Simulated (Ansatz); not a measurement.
Start from `O[SiH2]S[SiH](O)O` and change one atom or group to get `O[SiH2]S[Si](O)(O)O`.

Ansatz, PBE0-D4/def2-TZVP geometries, multiplicity 1. Each molecule was computed in one conformer, which needn't be the lowest.

```
                                        property  `O[SiH2]S[SiH](O)O`
           LUMO energy (ωB97M-V/def2-TZVPP) / eV                 1.71
               HOMO energy (PBE/def2-TZVPP) / eV                -6.51
         HOMO–LUMO gap (ωB97M-V/def2-TZVPP) / eV                11.65
              LUMO energy (PBE0/def2-TZVPP) / eV                -0.03
size of the dipole moment (B3LYP/def2-TZVPP) / D                 1.69
             LUMO energy (B3LYP/def2-TZVPP) / eV                -0.22
```

**Question.** Give the same properties after the change, and the shifts. (Best estimate.)

**Answer.** The calculation gave: 
| property | `O[SiH2]S[Si](O)(O)O` | shift |
| --- | --- | --- |
| LUMO energy (ωB97M-V/def2-TZVPP) / eV | 1.59 | -0.12 |
| HOMO energy (PBE/def2-TZVPP) / eV | -6.30 | 0.21 |
| HOMO–LUMO gap (ωB97M-V/def2-TZVPP) / eV | 11.35 | -0.30 |
| LUMO energy (PBE0/def2-TZVPP) / eV | -0.09 | -0.06 |
| size of the dipole moment (B3LYP/def2-TZVPP) / D | 1.24 | -0.45 |
| LUMO energy (B3LYP/def2-TZVPP) / eV | -0.31 | -0.09 |

With PBE0 the HOMO rises by 0.19 eV and the LUMO falls by 0.06 eV, so the gap narrows by about 0.25 eV. PBE moves the HOMO by 0.21 eV and ωB97M-V by 0.19 eV. Dipoles are sizes alone; their direction can turn.

B3LYP here is the variant with VWN-RPA as its local correlation; programs differ in this.
